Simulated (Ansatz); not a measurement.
A nudged elastic band was laid between two geometries of ClFGaH3O2 (8 atoms, charge 0, multiplicity 1).

All numbers below come from RKS PBE/def2-SVP (Ansatz 0.2.0).

- movable images: 7
- climbing image: yes
- spring: 50.0 eV/Å²
- optimiser: quadratic models (default)
- start path: through a guess of the saddle point
- force threshold: 0.03 eV/Å
- iteration limit: 60
- end points: relaxed

Image 0:

```xyz
8
Properties=species:S:1:pos:R:3
Ga -0.029 -0.150 -0.110
Cl 0.057 -0.450 2.116
O 1.478 -0.346 -1.049
H 2.246 -0.457 -0.459
O -1.620 -0.252 -0.917
H -2.341 -0.314 -0.263
F 0.065 1.951 0.635
H 0.089 1.530 1.510
```

Image 8:

```xyz
8
Properties=species:S:1:pos:R:3
Ga 0.063 -0.165 0.110
Cl -0.179 -0.340 2.316
O 1.739 -0.399 -0.469
H 1.755 -0.479 -1.442
O -1.374 -0.320 -0.953
H -2.199 -0.365 -0.434
F 0.100 1.970 0.717
H 0.042 1.612 1.617
```

Task: What changes between the two ends?

Result: No bond is made or broken.

Task: What energy profile does the band end with?

Result: The run converged. The highest image is number 5 of 0 to 8, 1.3 kcal/mol above the first end and 1.4 kcal/mol above the last; the last end lies 0.1 kcal/mol below the first. Another band between the same ends (7 images) ends at a top of the same energy, where a vibrational analysis finds 1 clearly imaginary mode.

```
image  path coordinate (Å)  energy (kcal/mol)
    0                 0.00                0.0
    1                 0.18                0.1
    2                 0.37                0.5
    3                 0.55                0.9
    4                 0.74                1.2
    5                 0.92                1.3
    6                 1.28                1.0
    7                 1.64                0.3
    8                 2.01               -0.1
```

Task: What is the geometry of the highest image?

Result: 
```xyz
8
Properties=species:S:1:pos:R:3:forces:R:3
Ga 0.030 -0.048 -0.041 0.00 0.00 0.00
Cl -0.044 -0.417 2.176 0.00 0.00 0.00
O 1.634 -0.008 -0.839 0.00 0.00 0.00
H 2.016 -0.902 -0.913 0.00 0.00 0.00
O -1.515 -0.262 -0.924 0.00 0.00 0.00
H -2.250 -0.412 -0.301 0.00 0.00 0.00
F 0.032 1.989 0.712 0.00 0.00 0.00
H 0.043 1.572 1.593 0.00 0.00 0.00
```

The run took 4.4 min on 2 threads of Arm Neoverse V1, with other jobs on the host, peak memory 0.15 GiB.
